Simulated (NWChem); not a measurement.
System: Si$_{2}$H$_{4}$F$_{2}$; SMILES F[SiH](F)[SiH3]

Parts of the log:

```
             Northwest Computational Chemistry Package (NWChem) 7.3.0
             --------------------------------------------------------

 CS  symmetry detected

                             Geometry "geometry" -> ""
                             -------------------------

 Output coordinates in angstroms (scale by  1.889725989 to convert to a.u.)

  No.       Tag          Charge          X              Y              Z
 ---- ---------------- ---------- -------------- -------------- --------------
    1 Si                  14.0000    -0.10400722     1.73878379     0.00000000
    2 Si                  14.0000     0.39340841    -0.55490016     0.00000000
    3 F                    9.0000    -0.29287875    -1.24085394     1.31599272
    4 F                    9.0000    -0.29287875    -1.24085394    -1.31599272
    5 H                    1.0000    -1.59542306     1.92467588     0.00000000
    6 H                    1.0000     0.48456292     2.38057920     1.22647743
    7 H                    1.0000     0.48456292     2.38057920    -1.22647743
    8 H                    1.0000     1.84649800    -0.92483416     0.00000000

 Effective nuclear repulsion energy (a.u.)     223.9544103036

      Symmetry information
      --------------------

 Group name             Cs
 Group number              2
 Group order               2
 No. of unique centers     6

  pbe96 is a nonlocal functional; adding pw91lda local functional.

                                 NWChem DFT Module
                                 -----------------

 Summary of "ao basis" -> "ao basis" (spherical)
 ------------------------------------------------------------------------------
       Tag                 Description            Shells   Functions and Types
 ---------------- ------------------------------  ------  ---------------------
 Si                         pcseg-2                 12       34   5s4p2d1f
 F                          pcseg-2                 10       30   4s3p2d1f
 H                          pcseg-2                  6       14   3s2p1d

      Symmetry analysis of basis
      --------------------------

        a'        110
        a"         74

            General Information
            -------------------
          SCF calculation type: DFT
          Wavefunction type:  closed shell.
          No. of atoms     :     8
          No. of electrons :    50
           Alpha electrons :    25
            Beta electrons :    25
          Charge           :     0
          Spin multiplicity:     1
          Use of symmetry is: on ; symmetry adaption is: on
          Maximum number of iterations: 150
          AO basis - number of functions:   184
                     number of shells:    68
          Convergence on energy requested:  1.00D-06
          Convergence on density requested:  1.00D-05
          Convergence on gradient requested:  5.00D-04

              XC Information
              --------------
          PerdewBurkeErnzerhof Exchange Functional  1.000
            Perdew 1991 LDA Correlation Functional  1.000 local
           PerdewBurkeErnz. Correlation Functional  1.000 non-local

             Grid Information
             ----------------
          Grid used for XC integration:  medium
          Radial quadrature: Mura-Knowles
          Angular quadrature: Lebedev.
          Tag              B.-S. Rad. Rad. Pts. Rad. Cut. Ang. Pts.
          ---              ---------- --------- --------- ---------
          Si                  1.10       88          11.0       590
          F                   0.50       49          12.0       434
          H                   0.35       45          13.0       434
          Grid pruning is: on
          Number of quadrature shells:   360
          Spatial weights used:  Erf1

      Superposition of Atomic Density Guess
      -------------------------------------

 Sum of atomic energies:        -778.49272795

      Non-variational initial energy
      ------------------------------

 Total energy =    -779.210799
 1-e energy   =   -1527.788892
 2-e energy   =     524.623683
 HOMO         =      -0.325102
 LUMO         =       0.023322

      Symmetry analysis of molecular orbitals - initial
      -------------------------------------------------

  Numbering of irreducible representations:

     1 a'          2 a"

  Orbital symmetries:

     1 a'          2 a'          3 a'          4 a"          5 a'
     6 a'          7 a'          8 a"          9 a'         10 a"
    11 a'         12 a'         13 a'         14 a"         15 a'
    16 a'         17 a"         18 a'         19 a'         20 a"
    21 a"         22 a'         23 a"         24 a'         25 a'
    26 a"         27 a'         28 a'         29 a'         30 a"
    31 a'         32 a'         33 a'         34 a"         35 a'

------------------------------------------------------------
EAF file 0: "./job.aoints.0" size=213909504 bytes
------------------------------------------------------------
               write      read    awrite     aread      wait
               -----      ----    ------     -----      ----
     calls:      408         0         0         0         0
   data(b): 2.14e+08  0.00e+00  0.00e+00  0.00e+00
   time(s): 0.00e+00  0.00e+00  0.00e+00  0.00e+00  0.00e+00
rate(mb/s): 0.00e+00  0.00e+00
------------------------------------------------------------

     ---------------------------------------------
      Total Density - Mulliken Population Analysis
     ---------------------------------------------

    Atom       Charge   Shell Charges
 -----------   ------   -------------------------------------------------------
    1 Si  14    13.67   2.00  0.47  1.52  0.78  0.54  5.92  0.51  1.53  0.32  0.00  0.07  0.00
    2 Si  14    12.71   2.00  0.47  1.52  0.72  0.46  5.91  0.41  0.88  0.09  0.01  0.20  0.03
    3 F    9     9.59   2.00  0.65  0.97  0.31  2.48  2.47  0.72  0.00  0.01  0.00
    4 F    9     9.59   2.00  0.65  0.97  0.31  2.48  2.47  0.72  0.00  0.01  0.00
    5 H    1     1.10   0.36  0.57  0.15  0.00  0.02  0.00
    6 H    1     1.09   0.36  0.57  0.15  0.00  0.02  0.00
    7 H    1     1.09   0.36  0.57  0.15  0.00  0.02  0.00
    8 H    1     1.13   0.37  0.58  0.17  0.00  0.01  0.00

   convergence    iter        energy       DeltaE   RMS-Dens  Diis-err
 ---------------- ----- ----------------- --------- --------- ---------
 d= 0,ls=0.0,diis     1   -780.7061415455 -1.00D+03  7.94D-03  1.49D+00
 d= 0,ls=0.0,diis     2   -780.3979067860  3.08D-01  5.56D-03  4.99D+00
 d= 0,ls=0.0,diis     3   -780.8131565629 -4.15D-01  8.36D-04  1.16D-01
 d= 0,ls=0.0,diis     4   -780.8203755698 -7.22D-03  4.27D-04  6.44D-03
 d= 0,ls=0.0,diis     5   -780.8212032687 -8.28D-04  1.16D-04  4.93D-04
  Resetting Diis
 d= 0,ls=0.0,diis     6   -780.8212760136 -7.27D-05  1.87D-05  1.46D-05
 d= 0,ls=0.0,diis     7   -780.8212783543 -2.34D-06  6.31D-06  7.57D-07
 d= 0,ls=0.0,diis     8   -780.8212782833  7.10D-08  3.34D-06  1.69D-06

         Total DFT energy =     -780.821278283316
      One electron energy =    -1530.188933750304
           Coulomb energy =      589.198328483584
    Exchange-Corr. energy =      -63.785083320152
 Nuclear repulsion energy =      223.954410303557

 Numeric. integr. density =       49.999998865026

                  Occupations of the irreducible representations
                  ----------------------------------------------

                     irrep           alpha         beta
                     --------     --------     --------
                     a'               17.0         17.0
                     a"                8.0          8.0

                       DFT Final Molecular Orbital Analysis
                       ------------------------------------

 Vector   23  Occ=2.000000D+00  E=-3.278755D-01  Symmetry=a"
              MO Center=  2.8D-01,  2.1D+00,  3.7D-12, r^2= 2.5D+00
   Bfn.  Coefficient  Atom+Function         Bfn.  Coefficient  Atom+Function
  ----- ------------  ---------------      ----- ------------  ---------------
    14      0.292199  1 Si pz               144      0.231711  6 H  s
   158     -0.231711  7 H  s                143      0.199261  6 H  s
   157     -0.199261  7 H  s                  8     -0.170536  1 Si pz
    11      0.154063  1 Si pz               145      0.114127  6 H  s
   159     -0.114127  7 H  s                 74     -0.065532  3 F  py

 Vector   24  Occ=2.000000D+00  E=-3.277620D-01  Symmetry=a'
              MO Center= -5.7D-01,  1.9D+00, -3.7D-12, r^2= 2.5D+00
   Bfn.  Coefficient  Atom+Function         Bfn.  Coefficient  Atom+Function
  ----- ------------  ---------------      ----- ------------  ---------------
    12      0.285108  1 Si px               130     -0.261885  5 H  s
   129     -0.226548  5 H  s                  6     -0.165697  1 Si px
     9      0.149556  1 Si px               144      0.136413  6 H  s
   158      0.136413  7 H  s                143      0.118949  6 H  s
   157      0.118949  7 H  s                131     -0.117636  5 H  s

 Vector   25  Occ=2.000000D+00  E=-2.753278D-01  Symmetry=a'
              MO Center=  3.1D-01,  3.3D-01,  4.0D-15, r^2= 3.6D+00
   Bfn.  Coefficient  Atom+Function         Bfn.  Coefficient  Atom+Function
  ----- ------------  ---------------      ----- ------------  ---------------
    13      0.307241  1 Si py                47     -0.232330  2 Si py
   172      0.198416  8 H  s                171      0.150008  8 H  s
   173      0.150650  8 H  s                  5     -0.149061  1 Si s
     7     -0.148520  1 Si py                74      0.144163  3 F  py
   104      0.144163  4 F  py                39     -0.137499  2 Si s

 Vector   26  Occ=0.000000D+00  E=-5.275664D-02  Symmetry=a"
              MO Center=  3.0D-01,  3.9D-01,  4.7D-14, r^2= 4.5D+00
   Bfn.  Coefficient  Atom+Function         Bfn.  Coefficient  Atom+Function
  ----- ------------  ---------------      ----- ------------  ---------------
    51      0.492643  2 Si pz                48      0.476335  2 Si pz
    17      0.457397  1 Si pz               145     -0.438879  6 H  s
   159      0.438879  7 H  s                 14      0.298218  1 Si pz
    72     -0.291670  3 F  s                102      0.291670  4 F  s
   144     -0.244604  6 H  s                158      0.244604  7 H  s

 Vector   27  Occ=0.000000D+00  E=-5.110047D-02  Symmetry=a'
              MO Center=  1.8D-01,  4.8D-01, -2.7D-14, r^2= 5.0D+00
   Bfn.  Coefficient  Atom+Function         Bfn.  Coefficient  Atom+Function
  ----- ------------  ---------------      ----- ------------  ---------------
   131      0.774195  5 H  s                 15      0.767961  1 Si px
   145     -0.414185  6 H  s                159     -0.414185  7 H  s
    50      0.408856  2 Si py                46      0.354269  2 Si px
   130      0.299443  5 H  s                 12      0.291969  1 Si px
    16      0.271089  1 Si py                 5     -0.241165  1 Si s

 Vector   28  Occ=0.000000D+00  E=-1.682661D-02  Symmetry=a'
              MO Center=  2.8D-01,  1.4D+00, -7.2D-15, r^2= 6.4D+00
   Bfn.  Coefficient  Atom+Function         Bfn.  Coefficient  Atom+Function
  ----- ------------  ---------------      ----- ------------  ---------------
    39      1.739165  2 Si s                 16      1.127459  1 Si py
   173     -0.505076  8 H  s                 15     -0.330548  1 Si px
    38      0.332046  2 Si s                 13      0.319118  1 Si py
    50      0.303072  2 Si py               131     -0.276513  5 H  s
     5     -0.266115  1 Si s                 37     -0.251424  2 Si s

------------------------------------------------------------
EAF file 0: "./job.aoints.0" size=361234432 bytes
------------------------------------------------------------
               write      read    awrite     aread      wait
               -----      ----    ------     -----      ----
     calls:      689         7         0      4816      4816
   data(b): 3.61e+08  3.67e+06  0.00e+00  2.52e+09
   time(s): 0.00e+00  0.00e+00  0.00e+00  0.00e+00  0.00e+00
rate(mb/s): 0.00e+00  0.00e+00
------------------------------------------------------------

     ---------------------------------------------
      Total Density - Mulliken Population Analysis
     ---------------------------------------------

    Atom       Charge   Shell Charges
 -----------   ------   -------------------------------------------------------
    1 Si  14    13.75   2.01  0.45  1.52  0.83  0.52  5.90  0.64  1.59  0.19  0.01  0.10  0.00
    2 Si  14    13.12   2.01  0.45  1.52  0.82  0.34  5.90  0.59  1.06  0.05  0.02  0.33  0.04
    3 F    9     9.38   2.00  0.64  0.94  0.35  2.38  2.21  0.85  0.00  0.01  0.00
    4 F    9     9.38   2.00  0.64  0.94  0.35  2.38  2.21  0.85  0.00  0.01  0.00
    5 H    1     1.07   0.39  0.54  0.12  0.00  0.02  0.00
    6 H    1     1.08   0.39  0.54  0.13  0.00  0.02  0.00
    7 H    1     1.08   0.39  0.54  0.13  0.00  0.02  0.00
    8 H    1     1.13   0.40  0.56  0.16  0.00  0.02  0.00

     -------------------------------------------
      Total Density - Lowdin Population Analysis
     -------------------------------------------

    Atom       Charge   Shell Charges
 -----------   ------   -------------------------------------------------------
    1 Si  14    13.54   1.99  0.79  1.14  0.54  0.37  5.70  0.84  1.40  0.60  0.00  0.15  0.01
    2 Si  14    13.27   1.99  0.79  1.13  0.50  0.33  5.69  0.79  1.01  0.35  0.02  0.52  0.15
    3 F    9     9.28   1.99  0.66  0.73  0.40  2.25  2.23  1.00  0.00  0.01  0.00
    4 F    9     9.28   1.99  0.66  0.73  0.40  2.25  2.23  1.00  0.00  0.01  0.00
    5 H    1     1.14   0.37  0.50  0.21  0.00  0.06  0.00
    6 H    1     1.15   0.37  0.50  0.21  0.00  0.06  0.00
    7 H    1     1.15   0.37  0.50  0.21  0.00  0.06  0.00
    8 H    1     1.19   0.38  0.52  0.23  0.00  0.05  0.00

     Multipole analysis of the density
     ---------------------------------

     L   x y z        total         alpha         beta         nuclear
     -   - - -        -----         -----         ----         -------
     0   0 0 0      0.000000    -25.000000    -25.000000     50.000000

     1   1 0 0      0.407743      0.203872      0.203872      0.000000
     1   0 1 0      0.614464      0.307232      0.307232     -0.000000
     1   0 0 1      0.000000      0.000000      0.000000      0.000000

     2   2 0 0    -28.140458    -32.437575    -32.437575     36.734692
     2   1 1 0     -0.887795      2.266217      2.266217     -5.420229
     2   1 0 1      0.000000      0.000000      0.000000      0.000000
     2   0 2 0    -29.668629   -175.973072   -175.973072    322.277514
     2   0 1 1     -0.000000     -0.000000     -0.000000      0.000000
     2   0 0 2    -30.877391    -76.470965    -76.470965    122.064538
```

Level: PBE/pcseg-2. Geometry: optimised at PBE-D3(BJ)/def2-SVP.

Q: Write an input that gives this output.

A: This is not unique; one that fits is the input that was run:
```
start job
memory heap 200 mb stack 900 mb global 1100 mb
geometry units angstroms noautoz
  Si     0.000709     1.731048    -0.102714
  Si     0.000289    -0.568390     0.367385
  F      1.317029    -1.246079    -0.325636
  F     -1.314955    -1.246186    -0.328388
  H      0.003711     1.934666    -1.591811
  H      1.225846     2.366063     0.495928
  H     -1.227105     2.365532     0.490966
  H     -0.001212    -0.955581     1.815971
end
basis spherical
  * library pcseg-2
end
dft
  xc xpbe96 cpbe96
  iterations 150
  semidirect filesize 400000000
  mulliken
end
task dft energy
```
